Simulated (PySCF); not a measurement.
F3Si (SMILES F[Si](F)F), doublet, at a GFN2-xTB geometry; BP86/def2-SVP (PySCF).

Input for PySCF:
```python
from pyscf import gto, scf, dft

mol = gto.Mole()
mol.atom = '''
    Si    0.255254    0.243316    0.243156
    F    -0.690741   -0.733729    1.068053
    F    -0.739276    1.068379   -0.684292
    F     1.032956   -0.713142   -0.762003
'''
mol.basis = 'def2-svp'
mol.charge = 0
mol.spin = 1
mol.verbose = 4
mol.build()

mf = dft.UKS(mol)
mf.xc = 'bp86'
mf.kernel()
```

What the program printed (banner, timings and long lists left out):

```
PySCF version 2.14.0

[INPUT] verbose = 4
[INPUT] num. atoms = 4
[INPUT] num. electrons = 41
[INPUT] charge = 0
[INPUT] spin (= nelec alpha-beta = 2S) = 1
[INPUT] symmetry False subgroup None
[INPUT] Mole.unit = angstrom
[INPUT] Symbol           X                Y                Z      unit          X                Y                Z       unit  Magmom
[INPUT]  1 Si     0.255254000000   0.243316000000   0.243156000000 AA    0.482360152200   0.459800601725   0.459498245545 Bohr   0.0
[INPUT]  2 F     -0.690741000000  -0.733729000000   1.068053000000 AA   -1.305311313008  -1.386546859651   2.018327656520 Bohr   0.0
[INPUT]  3 F     -0.739276000000   1.068379000000  -0.684292000000 AA   -1.397029170464   2.018943707237  -1.293124469231 Bohr   0.0
[INPUT]  4 F      1.032956000000  -0.713142000000  -0.762003000000 AA    1.952003938726  -1.347643067925  -1.439976976097 Bohr   0.0

nuclear repulsion = 176.905395478015
number of shells = 26
number of NR pGTOs = 108
number of NR cGTOs = 60
basis = def2-svp
ecp = {}

******** <class 'pyscf.dft.uks.UKS'> ********
method = UKS
initial guess = minao
damping factor = 0
level_shift factor = 0
DIIS = <class 'pyscf.scf.diis.CDIIS'>
diis_start_cycle = 1
diis_space = 8
diis_damp = 0
SCF conv_tol = 1e-09
SCF conv_tol_grad = None
SCF max_cycles = 50
direct_scf = True
direct_scf_tol = 1e-13
number electrons alpha = 21  beta = 20
XC library pyscf.dft.libxc version 7.1.2
    S. Lehtola, C. Steigemann, M. J. T. Oliveira, and M. A. L. Marques,  SoftwareX 7, 1–5 (2018)
XC functionals = bp86
    A. D. Becke,  Phys. Rev. A 38, 3098 (1988)
    J. P. Perdew,  Phys. Rev. B 33, 8822 (1986)
    J. P. Perdew,  Phys. Rev. B 34, 7406–7406 (1986)
radial grids:
    Treutler-Ahlrichs [JCP 102, 346 (1995); DOI:10.1063/1.469408] (M4) radial grids

becke partition: Becke, JCP 88, 2547 (1988); DOI:10.1063/1.454033
pruning grids: <function nwchem_prune>
grids dens level: 3
symmetrized grids: False
atomic radii adjust function: <function treutler_atomic_radii_adjust>
small_rho_cutoff = 0
Set gradient conv threshold to 3.16228e-05
tot grids = 61968
init E= -589.150726127545

cycle= 1 E= -588.658716310624  delta_E= 0.492  |g|= 0.686  |ddm|= 1.64
cycle= 2 E= -588.050370842151  delta_E= 0.608  |g|= 1.49  |ddm|= 1.49
cycle= 3 E= -588.825235906646  delta_E= -0.775  |g|= 0.0235  |ddm|= 1.03
cycle= 4 E= -588.825573770782  delta_E= -0.000338  |g|= 0.0106  |ddm|= 0.0547
cycle= 5 E= -588.825635026531  delta_E= -6.13e-05  |g|= 0.00113  |ddm|= 0.0144
cycle= 6 E= -588.825635498521  delta_E= -4.72e-07  |g|= 0.000206  |ddm|= 0.00127
cycle= 7 E= -588.825635517696  delta_E= -1.92e-08  |g|= 6.37e-05  |ddm|= 0.000279
cycle= 8 E= -588.825635519139  delta_E= -1.44e-09  |g|= 3.29e-05  |ddm|= 7.91e-05
cycle= 9 E= -588.825635519452  delta_E= -3.13e-10  |g|= 1.35e-05  |ddm|= 2.82e-05
Extra cycle  E= -588.825635519254  delta_E= 1.98e-10  |g|= 2.82e-05  |ddm|= 2.61e-05
converged SCF energy = -588.825635519254  <S^2> = 0.7510896  2S+1 = 2.0010893
```
